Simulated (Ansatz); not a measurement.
`OC(F)(S)[SiH2]Cl` at its PBE0-D4/def2-TZVP geometry, where that method's forces vanish. The species carries charge 0 and has multiplicity 1.

```
atom    x (Å)    y (Å)    z (Å)
  O1  -0.9354   0.9950   0.7514
  C2  -0.0384   0.5820  -0.2083
  F3  -0.5599   0.8782  -1.4624
  S4   1.5182   1.4615   0.0417
 Si5   0.3058  -1.3018  -0.1295
 Cl6  -1.5458  -2.1851  -0.2831
  H7  -1.7384   0.4639   0.6626
  H8   0.9541   2.4929   0.6937
  H9   0.8777  -1.6483   1.1872
 H10   1.1621  -1.7383  -1.2532
```

Q: For each bond, give half the difference of the two atoms' forces along it (eV/Å; positive pushes the atoms apart) under PBE-D4, r2SCAN-D4, B3LYP-D4, ωB97M-V in def2-TZVPP. (Estimate.)

A: Ansatz gave: 
```csv
bond,length (Å),PBE-D4,r2SCAN-D4,B3LYP-D4,ωB97M-V
O1–C2,1.377,0.31,0.24,0.24,0.27
O1–H7,0.967,0.38,0.01,-0.08,-0.12
C2–F3,1.390,0.59,0.37,0.37,0.20
C2–S4,1.805,0.11,0.08,0.11,-0.04
C2–Si5,1.917,-0.14,-0.16,-0.10,-0.13
S4–H8,1.344,0.27,0.00,-0.05,-0.11
Si5–Cl6,2.057,0.21,0.05,0.21,0.09
Si5–H9,1.477,0.06,-0.03,-0.12,-0.13
Si5–H10,1.479,0.06,-0.03,-0.13,-0.14
```

B3LYP here is the variant with VWN-RPA as its local correlation; programs differ in this.
